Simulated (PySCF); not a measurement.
Mg(SH)(OSiH3), SMILES [SiH3][O][Mg][SH] (H₄MgOSSi), B3LYP/def2-SVP optimised geometry.

```
8

Mg    -0.80     0.01     0.00
S     -3.11    -0.02     0.00
H     -3.20     1.33    -0.09
O      0.99     0.01     0.00
Si     2.64     0.03     0.00
H      3.17     0.49     1.33
H      3.17     0.95    -1.05
H      3.20    -1.33    -0.26
```

Density from PySCF with B3LYP/def2-TZVP at that geometry.

Minimum of the electron density along straight lines between bonded atoms, close to the bond critical point (lines longer than 1.1 times the sum of covalent radii, or with two minima, are not listed):

```tsv
bond	length / Å	ρ at the minimum / e bohr⁻³	∇²ρ there / e bohr⁻⁵	position (fraction from the first atom)
Mg1–S2	2.304	0.049	0.21	0.39
S2–H3	1.356	0.205	___	0.64
Mg1–O4	1.797	___	0.66	0.45
O4–Si5	1.643	0.137	___	0.59
Si5–H6	1.498	0.120	0.13	0.49
Si5–H7	1.498	0.120	0.13	0.49
Si5–H8	1.497	0.120	0.13	0.49
```

Complete the blanks.


- S2–H3, ∇²ρ there / e bohr⁻⁵: -0.55
- Mg1–O4, ρ at the minimum / e bohr⁻³: 0.076
- O4–Si5, ∇²ρ there / e bohr⁻⁵: 0.83
